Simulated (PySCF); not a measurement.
Vertical excitations of a molecule C₄H₁₂Si₂ from PySCF with TDA-ωB97X/def2-SVPD, as energy in eV (oscillator strength): 5.94 (0.000), 7.02 (0.862), 7.69 (0.006), 7.98 (0.035), 8.22 (0.009), 8.25 (0.004). Lowest triplet (TDA): 4.09 eV. The structure is a stationary point at B3LYP-D3(BJ)/def2-SVP. One conformer was computed; it need not be the lowest.

Question: Which molecule gave these data?
(A) CC[SiH2]/C=C/[SiH3]
(B) C=C[Si@@H](C)[SiH2]C
(C) C[C@@H]([SiH3])/C=C/[SiH3]
(D) C=C[C@@H]([SiH3])[SiH2]C

Answer: A, CC[SiH2]/C=C/[SiH3]
